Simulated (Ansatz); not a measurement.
Gas-phase electronic energies from Ansatz, PBE0-D4/def2-TZVP geometries. CCSD(T)/CBS adds triple-zeta CCSD(T) − MP2 to the extrapolated MP2 energy (def2 sets, frozen cores). This one scheme is used for every species. DFT in def2-TZVPP. B3LYP here is the variant with VWN-RPA as its local correlation; programs differ in this. One conformer a species, not always the lowest.

`O=CCB(F)F` + `C#CCO` → `C#CCOC=O` + `CB(F)F`  (substitution at a C–C bond)

`O=CCB(F)F`:

Z-matrix (Å, degrees):
```
C
C 1 1.500
B 1 1.568 2 113.3
H 1 1.090 2 110.5 3 126.0
H 1 1.101 2 107.7 3 -115.8
O 2 1.199 1 123.9 3 -115.7
H 2 1.110 1 115.3 3 63.6
F 3 1.320 1 121.5 2 -34.6
F 3 1.317 1 121.5 2 146.8
```

`C#CCO`:

```xyz
8

C    -0.867    1.428   -0.845
C    -0.232    0.644   -0.194
C     0.541   -0.336    0.560
O     0.008   -1.640    0.494
H    -1.434    2.127   -1.412
H     1.582   -0.310    0.210
H     0.551   -0.061    1.617
H    -0.148   -1.852   -0.430
```

`C#CCOC=O`:

```xyz
10

C     2.269    0.324   -0.560
C     1.117    0.001   -0.642
C    -0.273   -0.398   -0.757
O    -0.814   -0.830    0.500
C    -1.310    0.135    1.280
O    -1.356    1.298    1.016
H     3.289    0.619   -0.483
H    -0.871    0.429   -1.145
H    -0.370   -1.258   -1.420
H    -1.680   -0.319    2.211
```

`CB(F)F`:

Z-matrix (Å, degrees):
```
C
B 1 1.555
H 1 1.089 2 112.8
H 1 1.093 2 110.5 3 122.5
H 1 1.095 2 109.6 3 -121.0
F 2 1.322 1 122.8 3 6.0
F 2 1.324 1 121.4 3 -174.5
```

```tsv
level	ΔE (kJ/mol)
ωB97X-V	-63.4
B2PLYP	-64.3
PBE	-63.5
r2SCAN	-68.1
B3LYP	-63.1
SCS-MP2/def2-TZVPP	-60.8
CCSD(T)/def2-TZVPP	-60.5
HF/CBS(def2)	-59.1
```

(1) What does CCSD(T)/CBS give? (Estimate.)

Largest T1 diagnostic among the species: 0.015.

Results:

(1) Ansatz gave: -58.0 kJ/mol. The listed levels differ from it by -5.4, -6.3, -5.5, -10.1, -5.1, -2.8, -2.5, -1.1 kJ/mol.
